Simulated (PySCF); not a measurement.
BHandHLYP on H⁻ (hydrogen, charge -1), 1s2, closed-shell 1S. All numbers are calculated (PySCF 2.14, the non-relativistic Hamiltonian (point nucleus), in dyall-av3z (10s3p2d, 29 functions)).

```
cycle= 1 E= -0.523315141439599  delta_E= -0.000456  |g|= 0.00231  |ddm|= 0.0387
cycle= 2 E= -0.523340585526331  delta_E= -2.54e-05  |g|= 0.00167  |ddm|= 0.0215
cycle= 3 E= -0.523344158645876  delta_E= -3.57e-06  |g|= 0.000355  |ddm|= 0.00239
cycle= 4 E= -0.523344486826714  delta_E= -3.28e-07  |g|= 2.86e-05  |ddm|= 0.00315
cycle= 5 E= -0.523344489598331  delta_E= -2.77e-09  |g|= 8.84e-07  |ddm|= 0.000377
cycle= 6 E= -0.523344489600975  delta_E= -2.64e-12  |g|= 2.18e-08  |ddm|= 1.43e-05
converged SCF energy = -0.523344489600975  <S^2> = 2.6645353e-15  2S+1 = 1
```

Highest occupied orbital energy: 0.080 eV; ⟨L²⟩ = 0.00; populations by l: s 2.00, p 0.00, d 0.00.

Can this result be used?

With care. The calculation finished and met its thresholds. At BHandHLYP the highest occupied level has a positive energy, so only the finite basis holds that electron; in a semilocal or global hybrid functional this comes from self-interaction and does not mean that the real anion is unbound.
